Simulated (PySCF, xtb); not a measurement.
C3H4Cl2Si, SMILES C#C[Si](C)(Cl)Cl.

GFN2-xTB run with xtb at its own geometry gives an orbital gap of 5.28 eV and a dipole moment of 2.14 D.

Coordinates come from a PBE0-D3(BJ)/def2-SVP optimisation.

### Question
What does PBE/def2-TZVP run with PySCF give? (Estimate from the structure and the level; the computed values follow.)

### Answer
gap 5.73 eV (levels -7.32 and -1.59 eV), dipole 2.18 D.
